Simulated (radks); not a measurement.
Results of a calculation; reference values are marked as such.
Q: Ge3+, 29 electrons, occupied as [Ar] 3d9 4s1 4p1 (not the ground configuration). Code: a radial shooting solver on a logarithmic mesh with Libxc functionals. Model: scalar-relativistic Kohn-Sham, PBEsol, spin-polarised, spherical densities, finite nucleus; open shells are filled with parallel spins first; Fermi nuclear charge, rms radius 4.0742 fm. Some entries of the table are withheld. Estimate them.

orbital,occ.,eigenvalue (eV),<1/r> (bohr^-1),<r> (bohr)
1s up,1,-10999.46,32.36,0.04703
1s down,1,-10999.28,32.36,0.04703
2s up,1,-1419.226,7.100,0.2102
2s down,1,-1418.283,7.103,0.2101
2p up,3,-1246.548,6.963,0.1838
2p down,3,-1245.781,6.965,0.1838
3s up,1,-214.6860,2.301,0.6198
3s down,1,-213.0626,2.300,0.6198
3p up,3,-161.7523,2.154,0.6393
3p down,3,-160.1011,2.153,0.6390
3d up,5,-74.9313,1.847,0.6961
3d down,4,-73.1026,1.851,0.6927
4s up,1,-45.5027,0.7469,1.767
4s down,0,-42.1307,0.7497,1.767
4p up,1,-34.2715,(1),2.015
4p down,0,-30.9064,(2),2.030

A: 
(1) 4p up <1/r> (bohr^-1): 0.6476
(2) 4p down <1/r> (bohr^-1): 0.6445
